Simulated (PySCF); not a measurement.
A structure optimised at PBE-D3(BJ)/def2-SVP, used in a PySCF frequency run:

```
Ti
O 1 1.5955
Cl 1 2.2237 2 113.67
Cl 1 2.2237 2 113.67 3 -151.00
```
Charge 0, spin multiplicity 1.

Task: Write its SMILES, formula and point group.

Result: [O]=[Ti]([Cl])[Cl], Cl2OTi, Cs

Task: What are its rotational constants (standard atomic weights)?

Result: 5.2976, 1.8145, 1.3727 GHz
